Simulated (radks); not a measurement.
Results of a calculation; reference values are marked as such.
Question: The palladium ion Pd26+, configuration [Ar] 3d2. Code: a radial shooting solver on a logarithmic mesh with Libxc functionals. Model: Dirac Kohn-Sham, exchange-only PBE, spin-unpolarised, spherical densities, finite nucleus; open shells fill j = l - 1/2 first; Fermi nuclear charge, rms radius 4.5318 fm. Some entries of the table are withheld. Estimate them.

| orbital | occ. | eigenvalue (hartree) | <r^2> (bohr^2) |
|---|---|---|---|
| 1s1/2 | 2 | -929.8476 | (1) |
| 2s1/2 | 2 | -171.1822 | 0.02215 |
| 2p1/2 | 2 | -162.0849 | (2) |
| 2p3/2 | 4 | -156.1629 | (3) |
| 3s1/2 | 2 | -58.75547 | 0.1391 |
| 3p1/2 | 2 | -55.36553 | 0.1307 |
| 3p3/2 | 4 | -54.07810 | 0.1369 |
| 3d3/2 | 2 | -48.67565 | 0.1088 |
| 3d5/2 | 0 | -48.39013 | 0.1105 |

Answer: 
(1) 1s1/2 <r^2> (bohr^2): 0.001371
(2) 2p1/2 <r^2> (bohr^2): 0.01657
(3) 2p3/2 <r^2> (bohr^2): 0.01785
